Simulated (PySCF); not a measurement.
Computed shifts of a molecule C₃H₁₁FSi₂, PBE/pcSseg-1 run with PySCF, GIAO, gas phase, atoms alike by connectivity averaged where their shifts nearly agree, in ppm (number of nuclei): ¹³C: 24.8 (2), 19.7 (1). ²⁹Si: 17.8 (1), -63.2 (1). ¹⁹F: -295.2 (1). ¹H: 6.35 (1), 6.25 (1), 4.24 (1), 4.05 (1), 1.78 (1), 1.61 (6). References: ¹³C against TMS (σ = 182.0 ppm); ²⁹Si against TMS (σ = 335.4 ppm); ¹⁹F against CFCl3 (σ = 133.6 ppm); ¹H against TMS (σ = 31.49 ppm), references at their B3LYP-D3(BJ)/def2-TZVP geometries, non-relativistic. Coordinates come from a B3LYP-D3(BJ)/def2-SVP optimisation. One conformer was computed; it need not be the lowest.

Q: Which molecule gave these data?
(A) CC[C@H]([SiH3])[SiH2]F
(B) C[Si](C)(F)C[SiH3]
(C) CC[Si@@H](C)[SiH2]F
(D) CC(C)[SiH2][SiH2]F

A: D, CC(C)[SiH2][SiH2]F
